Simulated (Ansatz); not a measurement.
Ansatz results at the PBE0-D4/def2-TZVP geometry: size of the dipole moment (ωB97M-V/def2-TZVPP) 1.12 D; LUMO energy (PBE/def2-TZVPP) -1.99 eV; HOMO energy (PBE0/def2-TZVPP) -7.85 eV.

Task: Which molecule gave them?
A. `[CH3][Ga]([Cl])[c]1ccccc1`
B. `[OH][Ga]([F])[F]`
C. `C#[C][Ga]([F])[F]`
D. `C[O][GaH2]`

Result: D. The others give `[CH3][Ga]([Cl])[c]1ccccc1`: 2.81, -2.24, -7.51; `[OH][Ga]([F])[F]`: 2.02, -2.78, -9.99; `C#[C][Ga]([F])[F]`: 3.19, -2.59, -9.15.
